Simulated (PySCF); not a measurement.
## Dipole response of Sb²⁺ (antimony, charge +2)

[Kr] 4d10 5s2 5p1, 2P determinant. Computed with PySCF 2.14 in aug-cc-pwCVDZ-PP with ECP28MDF, with scalar relativity through the core potential. Coupled (time-dependent) response in atomic units; α is the mean over directions. A double-zeta set is small for polarisabilities.

```json
{"method": "UHF", "mean α (bohr³)": "16.90", "α xx, yy, zz": "16.94, 16.83, 16.94", "C₆ (like pair)": "105.0", "S(−4)": "88.93"}
{"method": "PBE", "mean α (bohr³)": "15.34", "α xx, yy, zz": "15.10, 15.84, 15.10", "C₆ (like pair)": "92.31", "S(−4)": "71.50"}
{"method": "PBE0", "mean α (bohr³)": "15.71", "α xx, yy, zz": "15.51, 16.11, 15.51", "C₆ (like pair)": "95.18", "S(−4)": "75.45"}
{"method": "BLYP", "mean α (bohr³)": "15.26", "α xx, yy, zz": "14.86, 16.06, 14.86", "C₆ (like pair)": "91.38", "S(−4)": "71.43"}
{"method": "HSE06", "mean α (bohr³)": "15.71", "α xx, yy, zz": "15.47, 16.19, 15.47", "C₆ (like pair)": "95.16", "S(−4)": "75.58"}
```

S(−4) is the Cauchy moment in α(ω) = α(0) + S(−4) ω² + …

Spin-orbit coupling is absent.

α(iu) at HSE06:

| u (hartree) | α(iu) (bohr³) |
| --- | --- |
| 0 | 15.71 |
| 0.0500 | 15.53 |
| 0.100 | 14.99 |
| 0.200 | 13.22 |
| 0.300 | 11.12 |
| 0.500 | 7.602 |
| 0.750 | 4.995 |
| 1.00 | 3.588 |
| 1.50 | 2.242 |
| 2.00 | 1.623 |
| 3.00 | 1.028 |
| 5.00 | 0.5362 |

For an ion, C₆ is the dispersion term alone; charge-induced terms of lower order in 1/R come first.

The components differ because the open shell of this determinant is not spherical; for a pure term their mean is the scalar polarisability.

Energies and moments cover only the electrons outside the core potential.
